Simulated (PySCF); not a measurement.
**Which basis set comes closest?**

Molecule: SMILES C(=O)c1ccccn1, C6H5NO.

Cartesian coordinates in Å; atom numbers follow the order of the lines, from 1:
```xyz
13

O     3.054    0.679    0.191
C     2.341   -0.271   -0.002
C     0.852   -0.209    0.006
C     0.203    1.005    0.247
C    -1.187    1.014    0.243
C    -1.860   -0.182    0.000
C    -1.112   -1.340   -0.228
N     0.215   -1.358   -0.227
H     2.736   -1.296   -0.206
H     0.803    1.900    0.428
H    -1.741    1.938    0.426
H    -2.951   -0.224   -0.012
H    -1.616   -2.294   -0.421
```

Geometry PBE0-D3(BJ)/def2-SVP throughout; GIAO in PySCF, gas phase, one conformer, non-relativistic; equivalent atoms averaged; functional PBE0.

Reference values (estimated from measurements, as parent shift plus tabulated substituent increments; solution, not stated per compound (mostly CDCl3 or CCl4); Pretsch, Buehlmann, Badertscher, Structure Determination of Organic Compounds, 4th ed. (2009)): δ(C3) = 152.8 ppm, δ(C4) = 121.7 ppm, δ(C5) = 137.1 ppm, δ(C6) = 127.9 ppm, δ(C7) = 150.2 ppm, δ(H10) = 7.98 ppm, δ(H11) = 7.88 ppm, δ(H12) = 7.56 ppm. Computed shifts are taken against TMS, calculated as an isolated molecule at each level.

How do the basis sets STO-3G, pcSseg-0, 6-31G, 6-31G*, cc-pVDZ, def2-SVP, pcSseg-1, aug-cc-pVDZ, 6-311+G(2d,p), def2-TZVP, cc-pVTZ, IGLO-III perform against the reference? Times are CPU seconds on shared hosts with different chips, so compare them loosely.

Results:


| basis set | functions | C3 | C4 | C5 | C6 | C7 | H10 | H11 | H12 | mean abs. error C | mean abs. error H | core-s |
| --- | --- | --- | --- | --- | --- | --- | --- | --- | --- | --- | --- | --- |
| STO-3G | 45 | 120.6 | 105.3 | 113.8 | 109.0 | 122.2 | 7.90 | 7.50 | 7.38 | 23.8 | 0.21 | 4.2 |
| pcSseg-0 | 82 | 164.4 | 133.1 | 146.1 | 138.1 | 163.2 | 8.47 | 7.87 | 7.50 | 11.0 | 0.19 | 7.2 |
| 6-31G | 82 | 148.7 | 119.3 | 131.3 | 124.1 | 145.2 | 8.45 | 7.90 | 7.59 | 4.2 | 0.17 | 8.7 |
| 6-31G* | 122 | 145.7 | 117.6 | 130.0 | 121.7 | 143.7 | 8.03 | 7.71 | 7.26 | 6.2 | 0.17 | 14 |
| cc-pVDZ | 137 | 152.6 | 122.4 | 135.2 | 127.6 | 148.6 | 8.06 | 7.75 | 7.25 | 0.9 | 0.17 | 36 |
| def2-SVP | 137 | 151.1 | 121.2 | 134.0 | 125.7 | 147.5 | 8.09 | 7.70 | 7.20 | 2.0 | 0.22 | 32 |
| pcSseg-1 | 161 | 156.7 | 127.1 | 142.1 | 132.8 | 155.7 | 8.22 | 7.96 | 7.40 | 4.9 | 0.16 | 24 |
| aug-cc-pVDZ | 229 | 152.4 | 121.1 | 134.4 | 126.7 | 149.4 | 8.45 | 8.05 | 7.66 | 1.1 | 0.25 | 86 |
| 6-311+G(2d,p) | 246 | 156.5 | 125.4 | 140.0 | 130.9 | 153.8 | 8.38 | 7.98 | 7.59 | 3.4 | 0.18 | 47 |
| def2-TZVP | 278 | 158.2 | 126.8 | 141.7 | 132.4 | 155.4 | 8.35 | 7.98 | 7.55 | 5.0 | 0.16 | 110 |
| cc-pVTZ | 310 | 156.4 | 126.0 | 140.6 | 131.6 | 154.3 | 8.36 | 7.96 | 7.54 | 3.8 | 0.16 | 120 |
| IGLO-III | 330 | 161.9 | 130.0 | 144.9 | 135.7 | 158.9 | 8.40 | 7.98 | 7.57 | 8.3 | 0.18 | 120 |

For $^{13}$C the closest is cc-pVDZ (0.9 ppm, with aug-cc-pVDZ practically level) and the furthest STO-3G (23.8 ppm).

For $^{1}$H the closest is cc-pVTZ (0.16 ppm, with pcSseg-1, def2-TZVP, 6-31G*, 6-31G, cc-pVDZ, 6-311+G(2d,p), IGLO-III, pcSseg-0 practically level) and the furthest aug-cc-pVDZ (0.25 ppm). Where a smaller basis beats a larger one, errors probably cancel. One molecule is a small sample, and vibrational and solvent effects are absent from the calculation.

A small basis that lands close on one nucleus may do so by chance; judge by the trend and by all nuclei.
